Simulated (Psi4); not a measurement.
Level of theory: SAPT0/jun-cc-pVDZ, frozen core run with Psi4.

Psi4 input:

```
molecule {
0 1
O -0.00159379 0.38959830 0.00000000
H -0.76421786 -0.19792915 -0.00000000
H 0.76581165 -0.19166915 0.00000000
--
0 1
Br -0.03761086 2.98812701 -1.90207062
H -0.01874360 1.88936268 -0.99515677
units angstrom
symmetry c1
no_reorient
no_com
}
set basis jun-cc-pvdz
set scf_type df
set freeze_core true
energy('sapt0')
```

Part of the output:

```
    SAPT Results
  --------------------------------------------------------------------------------------------------------
    Electrostatics                -19.43856926 [mEh]     -12.19788637 [kcal/mol]     -51.03595656 [kJ/mol]
      Elst10,r                    -19.43856926 [mEh]     -12.19788637 [kcal/mol]     -51.03595656 [kJ/mol]

    Exchange                       24.72544965 [mEh]      15.51545390 [kcal/mol]      64.91665912 [kJ/mol]
      Exch10                       24.72544965 [mEh]      15.51545390 [kcal/mol]      64.91665912 [kJ/mol]
      Exch10(S^2)                  24.30933949 [mEh]      15.25434083 [kcal/mol]      63.82416203 [kJ/mol]

    Induction                      -8.53783741 [mEh]      -5.35757386 [kcal/mol]     -22.41608903 [kJ/mol]
      Ind20,r                     -10.50671574 [mEh]      -6.59306366 [kcal/mol]     -27.58537837 [kJ/mol]
      Exch-Ind20,r                  6.58033977 [mEh]       4.12922555 [kcal/mol]      17.27667970 [kJ/mol]
      delta HF,r (2)               -4.61146145 [mEh]      -2.89373575 [kcal/mol]     -12.10739036 [kJ/mol]

    Dispersion                     -4.00038321 [mEh]      -2.51027836 [kcal/mol]     -10.50300467 [kJ/mol]
      Disp20                       -5.13840745 [mEh]      -3.22439935 [kcal/mol]     -13.49088689 [kJ/mol]
      Exch-Disp20                   1.13802424 [mEh]       0.71412099 [kcal/mol]       2.98788222 [kJ/mol]
      Disp20 (SS)                  -2.56920372 [mEh]      -1.61219968 [kcal/mol]      -6.74544345 [kJ/mol]
      Disp20 (OS)                  -2.56920372 [mEh]      -1.61219968 [kcal/mol]      -6.74544345 [kJ/mol]
      Exch-Disp20 (SS)              0.59202011 [mEh]       0.37149823 [kcal/mol]       1.55434859 [kJ/mol]
      Exch-Disp20 (OS)              0.54600413 [mEh]       0.34262276 [kcal/mol]       1.43353364 [kJ/mol]

  Total HF                         -3.25095702 [mEh]      -2.04000633 [kcal/mol]      -8.53538647 [kJ/mol]
  Total SAPT0                      -7.25134023 [mEh]      -4.55028469 [kcal/mol]     -19.03839114 [kJ/mol]
```
